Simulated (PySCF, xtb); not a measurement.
Te(Me)(NH2) (CH5NTe), SMILES [Te](C)N.

GFN2-xTB (xtb) at its own geometry gives an orbital gap of 4.13 eV and a dipole moment of 2.24 D.

Geometry: B3LYP-D3(BJ)/def2-SVP. The def2 effective core potentials stand for the cores of Te; spin–orbit coupling is left out. The values are those of a single conformer.

Question: What does ωB97X/def2-TZVPD (PySCF) give? (An estimate is asked for; the answer gives what the named calculation found.)

Answer: gap 8.99 eV (levels -8.14 and 0.86 eV), dipole 2.07 D.
